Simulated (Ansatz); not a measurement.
All numbers were calculated with Ansatz.

Basis-set series for C3H9B (`CB(C)C`). Charge 0, multiplicity 1. The geometry is a stationary point of PBE0-D4/def2-TZVP.

| functional | basis | functions | energy (Eh) | HOMO (eV) | LUMO (eV) |
| --- | --- | --- | --- | --- | --- |
| PBE0-D4 | def2-SVP | 101 | -144.31587 | -8.44 | -0.01 |
| PBE0-D4 | def2-TZVPP | 250 | -144.47266 | -8.49 | -0.10 |
| ωB97M-V | def2-SVP | 101 | -144.39150 | -10.75 | 2.04 |
| ωB97M-V | def2-TZVPP | 250 | -144.55983 | -10.82 | 1.87 |

(1) Give the rows for def2-QZVPP. (An estimate is asked.)

Results:

(1) The calculation gave: 
```tsv
functional	basis	functions	energy (Eh)	HOMO (eV)	LUMO (eV)
PBE0-D4	def2-QZVPP	498	-144.48145	-8.50	-0.13
ωB97M-V	def2-QZVPP	498	-144.56841	-10.82	1.64
```

Positive LUMOs are unbound and depend on the basis.
